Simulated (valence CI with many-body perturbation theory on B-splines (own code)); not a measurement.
## Pt⁴⁵⁺: calculated level list

Computed by valence CI with perturbative core correlation (CI+MBPT): five valence electrons over a frozen Dirac-Fock core [Ar] 3d10, a basis of 11 s, 11 p, 10 d, 8 f, 5 g, 2 h functions for each j, with the one-electron correlation potential Σ1 (screened to all orders), the two-electron term Σ2, the three-electron term Σ3, Breit, model QED; selected single and double excitations, second order for the rest, scaled by the run's own slope (own B-spline code, finite nucleus).

No measured spectrum was set against this ion. As an estimate, large intervals hold to a few tenths of a per cent, small ones and those within an open d or f shell to about a per cent. Among the levels kept, up to 2200 cm⁻¹ of a level comes from second order outside the variational space, and about a tenth of that is noise between levels of different J, which matters for small intervals.

Levels 1 to 45 of 186, with energies above the lowest level, (4s^2 4p1/2^2 4p3/2) J=3/2. "Leading %" is the weight of the configuration and term that name the level; weights of strongly mixed levels are sums over their largest components and can fall short, so below about 35 % the name and the second component can differ from the true leading terms, or belong to a minority configuration. In the jj column 3d3/2^4 stands for four electrons in 3d with j = 3/2. Lifetimes count E1, E2, E3, M1 and M2 decay at the calculated energies, and are blank where another channel may lead or the interval is too uncertain; long ones can be off by a factor of two.

```
No.  Configuration  Term    J  E (× 10³ cm⁻¹)  Leading %                     Leading jj      g  Lifetime
  1        4s2 4p3   2P°  3/2            0.00         47      4s^2 4p1/2^2 4p3/2 (99 %)  1.356          
  2        4s2 4p3   4S°  3/2          966.35         55      4s^2 4p1/2 4p3/2^2 (99 %)  1.457   58.6 ns
  3        4s2 4p3   2D°  5/2          1013.8         99      4s^2 4p1/2 4p3/2^2 (99 %)  1.194    271 ns
  4        4s2 4p3   2P°  1/2          1073.7         99      4s^2 4p1/2 4p3/2^2 (99 %)  0.658   90.9 ns
  5     4s2 4p2 4d    2D  3/2          1357.6         39      4s^2 4p1/2^2 4d3/2 (98 %)  0.785   52.1 ps
  6     4s2 4p2 4d    2D  5/2          1621.7         29      4s^2 4p1/2^2 4d5/2 (91 %)  1.228   4.75 ps
  7         4s 4p4    4P  5/2          1853.0         65      4s 4p1/2^2 4p3/2^2 (89 %)  1.450   3.61 ps
  8         4s 4p4    2S  1/2          1973.7         58      4s 4p1/2^2 4p3/2^2 (93 %)  2.092   2.51 ps
  9         4s 4p4    2P  3/2          1989.9         40      4s 4p1/2^2 4p3/2^2 (88 %)  1.174   1.30 ps
 10        4s2 4p3   2P°  3/2          2048.7         52            4s^2 4p3/2^3 (98 %)  1.306   28.8 ns
 11     4s2 4p2 4d    2F  5/2          2317.8         46  4s^2 4p1/2 4p3/2 4d3/2 (98 %)  0.960   78.4 ps
 12     4s2 4p2 4d    4F  3/2          2321.9         38  4s^2 4p1/2 4p3/2 4d3/2 (97 %)  0.909   10.8 ps
 13     4s2 4p2 4d    4D  1/2          2323.7         80  4s^2 4p1/2 4p3/2 4d3/2 (98 %)  0.197   73.4 ps
 14     4s2 4p2 4d    2G  7/2          2365.8         49  4s^2 4p1/2 4p3/2 4d3/2 (96 %)  1.039   1.13 ns
 15     4s2 4p2 4d    2D  5/2          2492.7         34  4s^2 4p1/2 4p3/2 4d3/2 (89 %)  1.191    475 fs
 16     4s2 4p2 4d    2D  3/2          2505.1         34  4s^2 4p1/2 4p3/2 4d3/2 (90 %)  1.197    368 fs
 17     4s2 4p2 4d    2P  1/2          2513.3         37  4s^2 4p1/2 4p3/2 4d3/2 (94 %)  1.706    445 fs
 18     4s2 4p2 4d    4D  7/2          2533.2         48  4s^2 4p1/2 4p3/2 4d5/2 (99 %)  1.310   1.06 ns
 19     4s2 4p2 4d    2P  3/2          2567.9         42  4s^2 4p1/2 4p3/2 4d5/2 (88 %)  1.398   8.53 ps
 20     4s2 4p2 4d    2G  9/2          2586.4         61  4s^2 4p1/2 4p3/2 4d5/2 (99 %)  1.191   2.26 μs
 21     4s2 4p2 4d    2D  5/2          2591.2         34  4s^2 4p1/2 4p3/2 4d5/2 (90 %)  1.143   6.33 ps
 22     4s2 4p2 4d    2D  5/2          2702.4         37  4s^2 4p1/2 4p3/2 4d5/2 (90 %)  1.252   1.02 ps
 23     4s2 4p2 4d    2F  7/2          2703.0         56  4s^2 4p1/2 4p3/2 4d5/2 (94 %)  1.118   1.66 ps
 24     4s2 4p2 4d    2D  3/2          2723.3         60  4s^2 4p1/2 4p3/2 4d5/2 (94 %)  0.938   2.44 ps
 25     4s2 4p2 4d    2P  1/2          2734.2         52  4s^2 4p1/2 4p3/2 4d5/2 (92 %)  1.246   1.88 ps
 26         4s 4p4    4P  3/2          2881.4         66        4s 4p1/2 4p3/2^3 (84 %)  1.490   1.32 ps
 27         4s 4p4    2D  5/2          2949.1         65        4s 4p1/2 4p3/2^3 (86 %)  1.288   1.34 ps
 28         4s 4p4    2P  1/2          3038.0         54        4s 4p1/2 4p3/2^3 (86 %)  1.342    663 fs
 29         4s 4p4    2P  3/2          3045.1         46        4s 4p1/2 4p3/2^3 (88 %)  1.092    706 fs
 30     4s2 4p2 4f   4G°  5/2          3120.9         26      4s^2 4p1/2^2 4f5/2 (80 %)  0.862   10.4 ps
 31      4s 4p3 4d   4F°  7/2          3177.7         15  4s 4p1/2^2 4p3/2 4d3/2 (50 %)  1.198   17.9 ps
 32      4s 4p3 4d   4D°  5/2          3180.4         27  4s 4p1/2^2 4p3/2 4d3/2 (89 %)  1.273   18.7 ps
 33      4s 4p3 4d   6D°  3/2          3183.3         26  4s 4p1/2^2 4p3/2 4d3/2 (96 %)  1.311   12.6 ps
 34      4s 4p3 4d   4P°  1/2          3184.3         45  4s 4p1/2^2 4p3/2 4d3/2 (96 %)  2.462   25.3 ps
 35     4s2 4p2 4f   2F°  7/2          3256.2         15      4s^2 4p1/2^2 4f7/2 (50 %)  1.239   6.78 ps
 36      4s 4p3 4d   2D°  3/2          3294.1         27  4s 4p1/2^2 4p3/2 4d3/2 (83 %)  0.994   2.52 ps
 37      4s 4p3 4d   4D°  1/2          3361.5         48  4s 4p1/2^2 4p3/2 4d3/2 (93 %)  0.549   1.39 ps
 38      4s 4p3 4d   4G°  5/2          3381.9         21  4s 4p1/2^2 4p3/2 4d3/2 (81 %)  0.908    930 fs
 39      4s 4p3 4d   4F°  9/2          3385.6         47  4s 4p1/2^2 4p3/2 4d5/2 (97 %)  1.361   37.5 ps
 40     4s2 4p2 4d    2D  3/2          3453.1         33      4s^2 4p3/2^2 4d3/2 (91 %)  1.184    463 fs
 41     4s2 4p2 4d    2D  5/2          3460.1         27      4s^2 4p3/2^2 4d3/2 (90 %)  1.185    556 fs
 42     4s2 4p2 4d    4P  1/2          3460.2         43      4s^2 4p3/2^2 4d3/2 (90 %)  1.594    507 fs
 43      4s 4p3 4d   4D°  5/2          3463.2         31  4s 4p1/2^2 4p3/2 4d5/2 (95 %)  1.388   2.85 ps
 44     4s2 4p2 4d    2F  7/2          3476.2         48      4s^2 4p3/2^2 4d3/2 (94 %)  1.122    605 fs
 45      4s 4p3 4d   2P°  3/2          3507.3         32  4s 4p1/2^2 4p3/2 4d5/2 (81 %)  1.157   3.85 ps
```

The ionisation energy to 4s2 4p2 3P_0 of the next ion comes out as 2351.8 eV (NIST: 2350 ± 4 eV (theoretical)). All 186 levels together are meant to be complete up to 5185.0 × 10³ cm⁻¹.
